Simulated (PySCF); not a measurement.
# Argon: a sound run and one with changed settings

Sound run: Ar+ [Ne] 3s2 3p5, Ar(2+) [Ne] 3s2 3p4. All numbers are calculated (PySCF 2.14, no relativity, point nucleus, in pcseg-2). The sound run starts from symmetry-adapted Hartree-Fock orbitals and uses a fine grid where one is needed.

Changed run: 26 angular points. This setting is unsound on purpose.

| species | method | sound run (hartree) | changed run (hartree) | converged |
| --- | --- | --- | --- | --- |
| Ar+ | UHF | -526.26910 | -526.26910 | yes |
| Ar+ | TPSS | -526.98440 | -526.98448 | yes |
| Ar+ | BP86 | -527.01092 | -527.01075 | yes |
| Ar(2+) | UHF | -525.29946 | -525.29946 | yes |
| Ar(2+) | TPSS | -525.96905 | -525.96918 | yes |
| Ar(2+) | BP86 | -525.99159 | -525.99130 | yes |

Ionisation energy of Ar+:

```csv
method,sound run (eV),changed run (eV)
UHF,26.385,26.385
TPSS,27.629,27.628
BP86,27.737,27.740
```

A coarse angular grid integrates products of high-l functions wrongly, so density functionals can shift, and the SCF can exploit the error; Hartree-Fock and MP2 need no grid.

For comparison, NIST gives 27.630 eV between the lowest levels.
